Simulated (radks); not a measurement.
Dynamic dipole polarisability and lines of the manganese ion Mn13+, [Ne] 3s2. Method: scalar-relativistic Kohn-Sham, exchange-only LDA, spin-unpolarised, spherical densities, finite nucleus; Fermi nuclear charge, rms radius of each element as measured or else 0.836 A^(1/3) + 0.57 fm; computed with a radial shooting solver on a logarithmic mesh with Libxc functionals. Time-dependent linear response with the Hartree and adiabatic exchange-only LDA kernel, continuum included through the Sternheimer equations, no spin-orbit coupling, so fine structure and intercombination lines are absent. Lines are the poles of the dipole polarisability below minus the highest occupied eigenvalue, found on a grid refined at the orbital gaps; the lowest seven at most are given, and weak or close lines can be missed. The first line takes the name of the lowest orbital gap if no other gap lies below it; otherwise a line is named after a gap within 0.6 % of it, if that gap stands alone.

photon energy (eV),alpha (bohr^3)
0,0.3672
6.368,0.3759
31.841,0.9001
57.313,-0.3484
82.786,-0.09478
108.26,-0.04496
133.73,-0.01320
159.20,0.003846
184.68,0.02842
210.15,-0.2337
235.62,-0.01948
261.09,0.001119
286.57,-0.02151
312.04,0.02560
337.51,-0.01441
362.98,-0.4752

Lines (eV, oscillator strength): 40.986 (30.25 nm, 3s-3p), f = 0.794; 207.05 (5.988 nm, 3s-4p), f = 0.407; 278.56 (4.451 nm, 3s-5p), f = 0.126; 314.40 (3.944 nm, 3s-6p), f = 0.0573; 335.07 (3.700 nm, 3s-7p), f = 0.0316; 348.09 (3.562 nm, 3s-8p), f = 0.0194; 356.82 (3.475 nm, unassigned), f = 0.0129. Higher lines, where found, are left out when the end of the mesh affects them. Those listed give 98 % of the static polarisability (sum of f/w^2). Orbital energy gaps for comparison: 3s-3p 32.633 eV; 3s-4p 207.50 eV; 3s-5p 278.72 eV; 3s-6p 314.48 eV; 3s-7p 335.11 eV.
